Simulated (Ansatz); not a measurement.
C$_{2}$H$_{5}$BFN, SMILES `C=NB(C)F`. Total charge 0; spin multiplicity 1.

Z-matrix (Å, degrees):
```
C
B 1 1.566
H 1 1.090 2 113.5
H 1 1.094 2 110.2 3 121.8
H 1 1.095 2 109.6 3 -121.4
N 2 1.385 1 123.0 3 -2.2
F 2 1.345 1 119.3 3 -178.6
C 6 1.240 2 159.8 1 88.0
H 8 1.098 6 122.6 2 4.2
H 8 1.096 6 121.3 2 -176.0
```

(1) What are the harmonic wavenumbers in cm⁻¹ at PBE0-D4/def2-TZVP (Ansatz, finite differences of forces, unscaled)? (Estimate.)

(2) Is this a minimum?

(3) Give the ideal-gas thermochemistry at 298.15 K and 1 bar (rigid rotor, harmonic oscillator; point group C1, symmetry number 1).

Results:

(1) Computed: 78, 108, 160, 329, 422, 487, 597, 710, 868, 899, 1106, 1201, 1214, 1303, 1352, 1456, 1459, 1548, 1947, 3011, 3047, 3080, 3111, 3149.

(2) Yes, all 24 modes are real.

(3) Zero-point energy 195.3 kJ/mol; H(298) − E = 214.4 kJ/mol; entropy 328.4 J/(mol·K), of which translation 162.3, rotation 107.8, vibration 58.2; G(298) − E = 116.5 kJ/mol. Modes under 100 cm⁻¹ are hindered rotations or soft bends, so the harmonic entropy is rough.
